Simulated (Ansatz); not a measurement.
Consider the hydrogen abstraction from the O–H bond: `C[SiH](O)F` + H• → `C[SiH]([O])F`• + H₂.

Computed with Ansatz on PBE0-D4/def2-TZVP structures; ΔE is electronic, products minus reactants. CBS: MP2 limit from def2 TZ/QZ plus the TZ coupled-cluster correction, frozen cores. This one scheme is used for every species, atoms too. Functionals use def2-TZVPP. B3LYP here is the variant with VWN-RPA as its local correlation; programs differ in this. HSE06 is defined as in plane-wave codes. Open shells (•) are unrestricted, without spin–orbit coupling. Each species was taken in one conformer, which may not be the lowest.

`C[SiH](O)F`:

```xyz
9

C    -0.435   -0.906   -0.571
Si    0.488    0.593    0.002
O    -0.260    1.380    1.224
F     1.935    0.103    0.481
H     0.099   -1.395   -1.389
H    -1.431   -0.632   -0.928
H    -0.549   -1.635    0.236
H     0.686    1.608   -1.052
H    -0.533    0.885    1.997
```

`C[SiH]([O])F`•:

```xyz
8

C     0.150   -0.846   -0.501
Si   -0.102    0.746    0.415
O    -0.578    0.372    1.945
F    -1.171    1.625   -0.377
H    -0.768   -1.437   -0.499
H     0.948   -1.431   -0.040
H     0.418   -0.625   -1.537
H     1.103    1.594    0.594
```

H₂:

```xyz
2

H    -0.184    0.233    0.225
H     0.184   -0.233   -0.225
```

| level | ΔE (kcal/mol) |
| --- | --- |
| B3LYP | 10.9 |
| HSE06 | 16.3 |

Question: What does CCSD(T)/CBS give? (Best estimate.)

Answer: Ansatz gave: +18.0 kcal/mol. The listed levels differ from it by -7.1, -1.7 kcal/mol.

Largest T1 diagnostic among the species: 0.017.

From PBE to PBE0 (25 % exact exchange), in def2-TZVPP and without D4, ΔE moves by +1.8 kcal/mol. At CCSD(T), def2-SVP lies −1.5 kcal/mol from the extrapolated value and def2-TZVPP −1.6 kcal/mol. Leaving LDA and LC-ωPBE aside and taking each functional with its dispersion term where it has one, the values, not all of them listed here, spread over 10.9 kcal/mol, from BLYP-D4 to PBE-QIDH. LDA lies +7.0 kcal/mol from PBE without D4.
